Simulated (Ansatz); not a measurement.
Basis-set extrapolation for CH$_{6}$S$_{2}$Si, SMILES `SC[SiH2]S` (PBE0-D4/def2-TZVP geometry, frozen core, Ansatz). Multiplicity 1, RHF reference.

|  | def2-TZVPP | def2-QZVPP |
| --- | --- | --- |
| HF | -1125.438221 | -1125.471810 |
| MP2 correlation | -0.659499 | -0.712142 |
| CCSD(T) correlation | -0.752965 | not run |

Energies in hartree. Use E(X) = E(∞) + A·exp(−7.88·√X) for Hartree–Fock and E(X) = E(∞) + B·X^(−2.97) for correlation, with X = 3 and 4, and add CCSD(T) minus MP2 of the smaller set to the MP2 limit.

Question: What is the CCSD(T) energy at the basis-set limit?

Answer: HF limit: -1125.471810 + (-0.033589) × 0.13774 = -1125.47644. MP2 limit: -0.712142 + (-0.052643) × 0.74074 = -0.75114. Higher-order term: -0.752965 − (-0.659499) = -0.09347. Total: -1126.32105 hartree, 341.0 kJ/mol below CCSD(T)/def2-TZVPP.
